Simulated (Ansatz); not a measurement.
Job for Ansatz (a first-principles code): R-PBE/def2-TZVPP on C4H4N2 (SMILES N#CCCC#N), a point of a torsion scan.

Ansatz 0.2 input:
```yaml
crystal:
  periodic: [false, false, false]
  atoms:
    - {symbol: N, position_ang: [-2.28229102, -0.00217760, 1.27204058]}
    - {symbol: C, position_ang: [-1.50195014, 0.25986973, 0.48007996]}
    - {symbol: C, position_ang: [-0.49902179, 0.55781334, -0.51148362]}
    - {symbol: C, position_ang: [0.69748032, -0.41285129, -0.38121161]}
    - {symbol: C, position_ang: [1.17698625, -0.80195095, -1.68372365]}
    - {symbol: N, position_ang: [1.53264313, -1.09742858, -2.72821629]}
    - {symbol: H, position_ang: [-0.96555542, 0.45087921, -1.49677997]}
    - {symbol: H, position_ang: [-0.17658156, 1.59556599, -0.39997717]}
    - {symbol: H, position_ang: [1.51361401, 0.04356884, 0.18352329]}
    - {symbol: H, position_ang: [0.38867248, -1.32343192, 0.14352931]}
basis:
  gaussian:
    orbitals: def2-TZVPP
hamiltonian:
  xc: {name: PBE}
scf: {lower_state_search: off}
```

Output:

```
WARN ansatz: RAYON_NUM_THREADS=6 ignored (pool sized by the plan → 6); use --threads N
Functional definition: PBE
these checks for a lower state are left out or cut short: stability, starts, cluster_reference, orbital_swaps, neighbouring_geometries, increment
integrals: 0.15 GiB planned
1266 factors; their error is unknown
mean field: 1.22 GiB planned
mean field evaluation 1: about -7173.0491 eV, gradient 7.7e1 eV
mean field evaluation 2: about -7157.0062 eV, gradient 1.1e2 eV
mean field evaluation 4: about -7185.6019 eV, gradient 6.4e0 eV
mean field evaluation 8: about -7185.6664 eV, gradient 6.2e-1 eV
mean field evaluation 16: about -7185.6669 eV, gradient 1.7e-4 eV
mean field -7185.66691035 eV, -264.0683883353 hartree, gradient 4.5e-6 eV, S^2 0.000000; 0 other end points of the search recorded, 0 dependent functions left out
reference -7185.66694464 eV, -264.0683895956 hartree; 21, 21 occupied and 221, 221 virtual orbitals, 1266 factors
Total energy: -7185.66694464 eV, -264.0683895956 hartree
Checks for a lower state left out: stability, starts, cluster_reference, orbital_swaps, neighbouring_geometries, increment
```

Self-consistency was reached.

Cost: very roughly 4 core-seconds.
